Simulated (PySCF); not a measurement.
# Computed records: AlBH5NSi

Computed with PySCF 2.14.0. Calculation on a computer-drawn molecule: the log of a Hartree-Fock and frozen-core CCSD(T) single point meant for a local Hartree-Fock minimum, with one planted fault or none, to be diagnosed. Offsets are logged minus clean, where the clean run is the same molecule without the fault. The reference is restricted for singlets and unrestricted otherwise, and also for a bond in bohr or an excited solution. Adding or removing an electron swaps singlet and doublet. The excited solution moves the top pair (singlet) or top alpha electron (doublet) to the lowest empty orbital. Highest occupied and lowest empty are orbital energies over both spins, largest force is the largest gradient component, triples share is (T) over the correlation energy, the T1 limit is 0.02 restricted and 0.045 unrestricted, electrons count all cores, a negative frequency is imaginary (commonest isotopes), and the dipole is about the centre of nuclear charge.

### AlBH5NSi

Logged structure:
```xyz
9
AlBH5NSi
B     -2.7462    -0.8991    -0.3500
Si    -2.2078     0.4177     1.1082
N     -0.9222     1.5045     0.6661
Al     0.6210     1.9219     1.5237
H     -2.5740    -0.6637    -1.5166
H     -3.2940    -1.9342    -0.0808
H     -1.7437    -0.2970     2.3282
H     -3.4621     1.1360     1.4842
H     -1.0875     1.9723    -0.2155
```

- meant charge: 0
- meant multiplicity: 1
- meant basis: cc-pV(D+d)Z
- logged electrons: 44
- logged basis functions: 99
- logged SCF converged: yes
- logged spin squared: 0
- logged highest occupied: -8.2245 eV
- logged lowest empty: 1.32 eV
- logged largest force: 1.157e-05 hartree/bohr
- logged lowest frequency: 74.806 cm⁻¹
- logged T1 diagnostic: 0.014353
- logged D1 diagnostic: 0.040101
- logged triples share: 0.027736
- logged CC converged: yes
- logged dipole magnitude: 1.3418 debye
- logged SCF stable within its kind: yes
- logged energy HF: -612.91131 hartree
- logged energy CCSD(T): -613.37634 hartree
- possible faults: no fault, one electron removed, one electron added, multiplicity raised by two, geometry at a saddle point, SCF held on an excited solution, minimal basis STO-3G, one bond length entered in bohr, all coordinates scaled
- planted fault: withheld

Drawn bonds:
```csv
atom,other atom,order
1,2,1
2,3,1
3,4,1
1,5,1
1,6,1
2,7,1
2,8,1
3,9,1
```

Question: Which fault was planted in the run of AlBH5NSi?
Answer: no fault

Further results for AlBH5NSi:

- HF energy offset from clean run: 0 kcal/mol
- CCSD(T) energy offset from clean run: 0 kcal/mol
